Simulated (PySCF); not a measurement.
C$_{4}$H$_{11}$O$_{2}$, charge +2, quartet, at a GFN2-xTB geometry of the parent state (a state made from the parent by changing its charge; the spin is typed, not shown lowest); PySCF with MP2/STO-3G.

The PySCF input:
```python
from pyscf import gto, scf, mp

mol = gto.M(
    atom='''
C    -2.151560   -1.054353   -0.187000
O    -1.037066   -0.602829    0.564913
C    -0.740969    0.759780    0.443960
C     0.323263    1.035349   -0.630172
O     1.646239    0.692320   -0.086505
C     1.873565   -0.733662    0.088834
H    -3.060519   -0.524949    0.107581
H    -2.259088   -2.110624    0.045406
H    -1.992839   -0.931520   -1.262531
H    -0.356108    1.098641    1.411680
H    -1.635965    1.344452    0.203913
H     0.353005    2.099519   -0.865766
H     0.130603    0.448120   -1.532174
H     2.344771    1.050330   -0.671542
H     2.805482   -0.851175    0.638893
H     1.042110   -1.131258    0.673113
H     1.929361   -1.250151   -0.869566
''',
    basis='sto-3g',
    charge=2,
    spin=3,
    verbose=4,
)

mf = scf.UHF(mol)
mf.kernel()

pt = mp.MP2(mf)
pt.kernel()
print('E(MP2) = %.10f' % pt.e_tot)
```

It wrote (shortened):

```
PySCF version 2.14.0

[INPUT] verbose = 4
[INPUT] num. atoms = 17
[INPUT] num. electrons = 49
[INPUT] charge = 2
[INPUT] spin (= nelec alpha-beta = 2S) = 3
[INPUT] symmetry False subgroup None
[INPUT] Mole.unit = angstrom
[INPUT] Symbol           X                Y                Z      unit          X                Y                Z       unit  Magmom
[...]
nuclear repulsion = 275.013415987187
number of shells = 29
number of NR pGTOs = 123
number of NR cGTOs = 41
basis = sto-3g
ecp = {}

******** <class 'pyscf.scf.uhf.UHF'> ********
method = UHF
initial guess = minao
damping factor = 0
level_shift factor = 0
DIIS = <class 'pyscf.scf.diis.CDIIS'>
diis_start_cycle = 1
diis_space = 8
diis_damp = 0
SCF conv_tol = 1e-09
SCF conv_tol_grad = None
SCF max_cycles = 50
direct_scf = True
direct_scf_tol = 1e-13
number electrons alpha = 26  beta = 23
Set gradient conv threshold to 3.16228e-05
init E= -304.772137932821

cycle= 1 E= -302.38991463058  delta_E= 2.38  |g|= 0.399  |ddm|= 3.76

cycle= 2 E= -302.526071420373  delta_E= -0.136  |g|= 0.216  |ddm|= 0.94

cycle= 3 E= -302.573043389697  delta_E= -0.047  |g|= 0.0991  |ddm|= 0.413

cycle= 4 E= -302.61501272102  delta_E= -0.042  |g|= 0.108  |ddm|= 0.398

cycle= 5 E= -302.640073363191  delta_E= -0.0251  |g|= 0.103  |ddm|= 0.227

cycle= 6 E= -302.677521637998  delta_E= -0.0374  |g|= 0.0814  |ddm|= 0.371
cycle= 7 E= -302.7032538166  delta_E= -0.0257  |g|= 0.0375  |ddm|= 0.405
cycle= 8 E= -302.707823039513  delta_E= -0.00457  |g|= 0.0202  |ddm|= 0.179
cycle= 9 E= -302.709383899498  delta_E= -0.00156  |g|= 0.0159  |ddm|= 0.121
cycle= 10 E= -302.710785154391  delta_E= -0.0014  |g|= 0.00935  |ddm|= 0.149
cycle= 11 E= -302.711177082504  delta_E= -0.000392  |g|= 0.00588  |ddm|= 0.0662
cycle= 12 E= -302.711351295103  delta_E= -0.000174  |g|= 0.00379  |ddm|= 0.042
cycle= 13 E= -302.711442593576  delta_E= -9.13e-05  |g|= 0.00285  |ddm|= 0.0274
cycle= 14 E= -302.711490504702  delta_E= -4.79e-05  |g|= 0.00144  |ddm|= 0.0222
cycle= 15 E= -302.711506437641  delta_E= -1.59e-05  |g|= 0.000695  |ddm|= 0.0145
cycle= 16 E= -302.711509116049  delta_E= -2.68e-06  |g|= 0.000316  |ddm|= 0.00566
cycle= 17 E= -302.711509548781  delta_E= -4.33e-07  |g|= 0.00013  |ddm|= 0.00241
cycle= 18 E= -302.711509597869  delta_E= -4.91e-08  |g|= 6.32e-05  |ddm|= 0.000728
cycle= 19 E= -302.711509613147  delta_E= -1.53e-08  |g|= 3.55e-05  |ddm|= 0.000295
cycle= 20 E= -302.711509619835  delta_E= -6.69e-09  |g|= 2.04e-05  |ddm|= 0.000226
cycle= 21 E= -302.711509622166  delta_E= -2.33e-09  |g|= 1.21e-05  |ddm|= 0.000154
cycle= 22 E= -302.711509623058  delta_E= -8.92e-10  |g|= 6.33e-06  |ddm|= 0.00012
Extra cycle  E= -302.711509623156  delta_E= -9.77e-11  |g|= 5.01e-06  |ddm|= 2.49e-05
converged SCF energy = -302.711509623156  <S^2> = 3.7738906  2S+1 = 4.0119275

******** <class 'pyscf.mp.ump2.UMP2'> ********
nocc = (np.int64(26), np.int64(23)), nmo = (41, 41)
E(UMP2) = -302.978028503777  E_corr = -0.266518880621514
E(SCS-UMP2) = -303.000714026363  E_corr = -0.289204403207124
E_corr(same-spin) = -0.0353287540831069
E_corr(oppo-spin) = -0.231190126538407
E(MP2) = -302.9780285038
```
